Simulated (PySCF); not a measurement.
SMILES [GeH2][GeH2][GeH3], doublet at its CAM-B3LYP/def2-SVP optimised geometry (Å):

```
10

Ge     0.4613    -1.0623     0.0000
Ge    -0.4729     1.1722     0.0000
Ge     0.1498     2.4402    -1.9796
H     -0.0243    -1.9111    -1.1950
H      2.0054    -1.0623     0.0000
H     -2.0054     1.0664     0.0808
H      0.0154     1.9111     1.2578
H     -0.4693     3.8474    -1.9457
H     -0.3419     1.7151    -3.2414
H      1.6782     2.5751    -2.0550
```

Level of theory: PySCF 2.14.0 with unrestricted CAM-B3LYP/def2-TZVP. Cells within 0.4 Å of a nucleus heavier than hydrogen are left out (blank, or x).

Map of the deformation density (molecule minus spherical neutral atoms) (e/bohr³) on the plane z = 0.0 Å:

```
|111111111111111111111111111|
|111111111111111111111111111|
|111111111111111111111111111|
|111111111111111111111111111|
|111111111111111111111111111|
|111111111111111111111111111|
|111111111101111111111111111|
|111111111101111111111111111|
|111111123211111111111111111|
|11111114651xx11111111111111|
|11111117961xx11111111111111|
|111111135420022111111111111|
|111111112212344211111111111|
|111111111112454211111111111|
|111111111112343212211111111|
|11111111111122x024531111111|
|11111111111110xx16981111111|
|11111111111111xx25631111111|
|111111111111222112211111111|
|111111111111121111111111111|
|111111111111111111111111111|
|111111111111111111111111111|
|111111111111111111111111111|
|111111111111111111111111111|
|111111111111111111111111111|
|111111111111111111111111111|
|111111111111111111111111111|
```
Scale: ten equal steps from -0.013 (start of '0') to 0.063 (end of '9'), in the order '0123456789'; x runs from -4.50 to 4.50, y from -4.50 (bottom) to 4.50 (top).
